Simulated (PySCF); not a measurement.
# ECD: `C#C[C@@H]1C=C[C@@H]1C`, C$_{7}$H$_{8}$

Geometry (Å), atoms numbered from 1 in this order:
```xyz
15

C     2.4929   -0.6908   -0.7771
C     1.5067   -0.0149   -0.7115
C     0.3273    0.8053   -0.6078
C     0.1834    1.6077    0.6682
C    -0.9412    1.0084    1.0391
C    -0.9947    0.0895   -0.1553
C    -0.8967   -1.3972    0.1362
H     3.3564   -1.2820   -0.8458
H     0.2125    1.3973   -1.5212
H     0.8023    2.3848    1.0781
H    -1.6049    1.1121    1.8785
H    -1.8313    0.2874   -0.8309
H    -0.7310   -1.9556   -0.7828
H    -1.8175   -1.7487    0.5976
H    -0.0687   -1.5953    0.8128
```

Method: TDDFT wB97X-D/aug-cc-pVDZ circular dichroism and optical rotation, one conformer, gas phase (PySCF). Geometry: GFN2-xTB.

Singlets 6 and 7 lie within 0.01 eV of each other, so their separate moments and overlaps can depend on how they mix.

**Question.** Assign R or S to each stereocentre.

**Answer.** C3 R, C6 S.

**Question.** Which excitations and rotatory strengths does the calculation give?

**Answer.** Rotatory strengths R in 10⁻⁴⁰ esu² cm², velocity form and length form (origin at the centre of mass); f in length form.
```tsv
state	E (eV)	λ (nm)	f	R (velocity)	R (length)	main
1	6.46	192	0.0003	-2.3	-2.3	HOMO−1→LUMO+9 0.23, HOMO−1→LUMO+6 0.16
2	6.60	188	0.021	-7.2	-7.4	HOMO→LUMO+6 0.15, HOMO→LUMO+10 0.13
3	6.68	186	0.009	-8.8	-8.9	HOMO−1→LUMO+10 0.17, HOMO→LUMO+9 0.09
4	6.83	182	0.033	-39.9	-40.4	HOMO→LUMO 0.58
5	7.04	176	0.029	-27.3	-27.6	HOMO−1→LUMO 0.13, HOMO−1→LUMO+9 0.11
6	7.09	175	0.104	-22.6	-22.6	HOMO→LUMO+6 0.20, HOMO→LUMO+4 0.12
7	7.09	175	0.019	+20.7	+20.8	HOMO−1→LUMO 0.18, HOMO−2→LUMO 0.16
8	7.13	174	0.041	+50.9	+51.1	HOMO−1→LUMO 0.18, HOMO−2→LUMO 0.18
9	7.28	170	0.040	-1.4	-1.5	HOMO→LUMO+3 0.52, HOMO−2→LUMO+3 0.12
10	7.37	168	0.082	+15.8	+16.4	HOMO−2→LUMO+6 0.24, HOMO−2→LUMO+4 0.11
11	7.45	166	0.005	+1.1	+1.1	HOMO→LUMO+2 0.45
12	7.61	163	0.028	+20.9	+21.4	HOMO−1→LUMO+1 0.27, HOMO−1→LUMO+3 0.17
```

Among the states computed, the strongest CD band (largest |R|) is state 8. The largest dissymmetry factor in size, g = 4R/(D+G), with D and G the electric and magnetic dipole strengths, is -0.086 for state 1 (velocity form, f = 0.0003), among bands with |R| over 0.5. The mirror image has the same energies and oscillator strengths and all R with the opposite sign.
